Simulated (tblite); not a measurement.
Compound: C6H14AlClO.
Bonds: C1–O2, O2–C3, C3–C4, C4–C5, C5–C6, O2–Al7, Al7–C8, C8–Cl9, C4–C6. Hydrogens: H10, H11, H12 on C1; H13, H14 on C3; H15 on C4; H16, H17 on C5; H18, H19 on C6; H20, H21 on Al7; H22, H23 on C8.

Computed with GFN2-xTB (tblite), gas phase: L-BFGS steps from a force-field or distance-geometry start until the largest atomic force falls under 0.01 eV/Å.

Geometry at step 7:
```
atom  x, y, z in Å
C1      0.6672    2.5699   -0.4360
O2      0.4392    1.2160   -0.0813
C3     -0.8858    0.8087   -0.4408
C4     -1.3523   -0.4159    0.3114
C5     -1.3559   -1.7573   -0.3679
C6     -2.6482   -1.0237   -0.1542
Al7     1.9267    0.0610   -0.7852
C8      2.1618   -1.3739    0.5919
Cl9     1.9124   -0.8070    2.2789
H10     0.6403    2.6820   -1.5262
H11    -0.0800    3.2318    0.0226
H12     1.6650    2.8274   -0.0866
H13    -1.5810    1.6424   -0.2473
H14    -0.8856    0.5708   -1.5106
H15    -1.1604   -0.3783    1.3758
H16    -0.9548   -1.8193   -1.3720
H17    -1.1716   -2.6478    0.2199
H18    -3.3538   -1.3920    0.5795
H19    -3.1380   -0.5705   -1.0077
H20     1.2714   -0.4760   -2.0904
H21     3.1071    1.0712   -0.8936
H22     1.5653   -2.2849    0.4870
H23     3.2063   -1.7077    0.5576
```

Question: Give the atomic forces at this geometry.

Answer: 
```
atom  Fx (eV/Å)  Fy (eV/Å)  Fz (eV/Å)
  C1      0.081      0.017     -0.072
  O2     -0.091      0.032     -0.167
  C3     -0.092     -0.215     -0.074
  C4     -0.031     -0.078      0.020
  C5     -0.075      0.035     -0.006
  C6      0.043     -0.022     -0.017
 Al7     -0.103      0.051      0.157
  C8      0.056     -0.125     -0.055
 Cl9     -0.066      0.060      0.050
 H10     -0.040      0.099      0.044
 H11      0.132     -0.163      0.002
 H12      0.022      0.034      0.055
 H13      0.170     -0.075      0.012
 H14     -0.148      0.130     -0.100
 H15      0.032     -0.007     -0.007
 H16     -0.049      0.046      0.096
 H17     -0.002      0.183      0.002
 H18      0.163      0.004     -0.023
 H19      0.107     -0.056      0.045
 H20     -0.054      0.113     -0.135
 H21     -0.072      0.089     -0.011
 H22     -0.051     -0.096      0.096
 H23      0.067     -0.054      0.089
```

The largest, 0.25 eV/Å, acts on C3; the rms over all components is 0.087 eV/Å. The forces sum to zero within rounding, as they must for an isolated molecule in no field.

Question: Give the force on C3 in Eh/bohr and in nN.

Answer: 0.245 eV/Å ÷ 51.422 = 0.00477 Eh/bohr, and 0.245 eV/Å × 1.602 = 0.39 nN.

Question: How far is this geometry from the end of the optimisation?

Answer: 0.485 eV above it, and 1.000 Å rms away after alignment. The bonds farthest from their final lengths, with half the difference of the two atoms' forces along the bond (positive lengthens):

| bond | now (Å) | final (Å) | force along bond (eV/Å) |
| --- | --- | --- | --- |
| O2–Al7 | 2.011 | 1.899 | -0.07 |
| Al7–C8 | 2.003 | 2.050 | 0.00 |
| O2–C3 | 1.432 | 1.423 | +0.02 |
| C5–C6 | 1.501 | 1.495 | -0.07 |
| C1–H11 | 1.099 | 1.092 | -0.06 |
| C6–H19 | 1.083 | 1.079 | -0.05 |

The angle farthest from its final value is Al7–C8–Cl9, 113.8° against 85.6°.

Of the 2 listed bonds off by 0.010 Å or more, this force points towards the final length in 1.

What follows is the cost of the whole relaxation. On Arm Neoverse N1, one thread, shared host, this took 4.6 s of wall time.
